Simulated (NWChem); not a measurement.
System: InHOClF; SMILES [Cl][In]([OH])[F]

```xyz
5

In     0.0380     0.2878     0.0000
F      1.7763     1.1750     0.0000
Cl     0.0116    -2.0259     0.0000
O     -1.5922     1.4067     0.0000
H     -1.3602     2.3446     0.0000
```
Atoms are numbered in this order, from 1.

Computed with NWChem. STO-3G and 3-21G are far too small for this property and stand as cheap habits. All runs use the structure optimised with PBE0/def2-SVP. def2 effective core potentials on In; no spin-orbit coupling. Field at 589 nm.

Task: Order these by “anisotropy (bohr³)”, lowest first: B3LYP/def2-SVP (core potentials); B3LYP/STO-3G (all-electron, non-relativistic); B3LYP/def2-SVPD (core potentials).

Result: B3LYP/STO-3G (all-electron, non-relativistic) (21.4), B3LYP/def2-SVPD (core potentials) (24.5), B3LYP/def2-SVP (core potentials) (25.6)
